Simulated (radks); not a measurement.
Question: Neutral strontium, configuration [Kr] 5s1 5p1 (not the ground configuration). Method: Dirac Kohn-Sham, PBE, spin-unpolarised, spherical densities, finite nucleus; open shells fill j = l - 1/2 first; Fermi nuclear charge, rms radius 4.224 fm; computed with a radial shooting solver on a logarithmic mesh with Libxc functionals. Some entries of the table are withheld. Estimate them.

orbital  occ.  eigenvalue (Ry)  <1/r> (bohr^-1)
1s1/2       2        -1170.974            39.00
2s1/2       2        -158.6149            8.780
2p1/2       2        -144.3556            8.751
2p3/2       4        -139.3278            8.411
3s1/2       2        -24.61517            2.934
3p1/2       2              (1)            2.825
3p3/2       4              (2)            2.743
3d3/2       4         -9.57961              (3)
3d5/2       6         -9.44510              (4)
4s1/2       2         -3.09840           0.9927
4p1/2       2         -1.82661           0.8645
4p3/2       4         -1.74099           0.8433
5s1/2       1         -0.30525           0.2990
5p1/2       1         -0.13592           0.2233
5p3/2       0         -0.13090           0.2191

Answer: 
(1) 3p1/2 eigenvalue (Ry): -19.43691
(2) 3p3/2 eigenvalue (Ry): -18.66612
(3) 3d3/2 <1/r> (bohr^-1): 2.520
(4) 3d5/2 <1/r> (bohr^-1): 2.499
